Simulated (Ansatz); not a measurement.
C2H7FOSi (`CO[SiH](C)F`), relaxed with RKS PBE-D4/def2-SVP in Ansatz 0.2.0 from a rough embedded geometry. The force threshold is 0.03 eV/Å; the program also tests the step.

The species carries charge 0 and has multiplicity 1.

Start:

```xyz
12

C     0.464   -1.428   -1.484
O    -0.397   -0.805   -0.570
Si    0.192    0.539    0.212
C    -0.871    1.160    1.507
F     1.653    0.215    0.769
H    -0.078   -2.356   -1.891
H     0.777   -0.837   -2.320
H     1.358   -1.880   -0.981
H     0.293    1.620   -0.845
H    -1.009    0.360    2.337
H    -1.908    1.388    1.233
H    -0.474    2.024    2.035
```

Problem. By how much does the energy fall, and how many steps does the optimiser take? (Best estimate.)

Solution. Ansatz gave: 36.30 kJ/mol, in 7 steps.

Problem. Which bonds change most? (Estimate.)

Solution. Ansatz gave: Si3–C4 from 1.787 to 1.861 Å; C4–H10 from 1.162 to 1.109 Å; Si3–F5 from 1.597 to 1.644 Å; C1–H7 from 1.071 to 1.115 Å.

Problem. Give the relaxed structure. (Best estimate.)

Solution. The calculation gave: 
```xyz
12

C     0.414   -1.502   -1.482
O    -0.210   -0.843   -0.395
Si    0.297    0.617    0.231
C    -0.931    1.115    1.537
F     1.781    0.433    0.913
H    -0.254   -2.314   -1.837
H     0.606   -0.816   -2.340
H     1.384   -1.958   -1.183
H     0.485    1.619   -0.876
H    -1.049    0.302    2.280
H    -1.923    1.316    1.084
H    -0.599    2.030    2.068
```
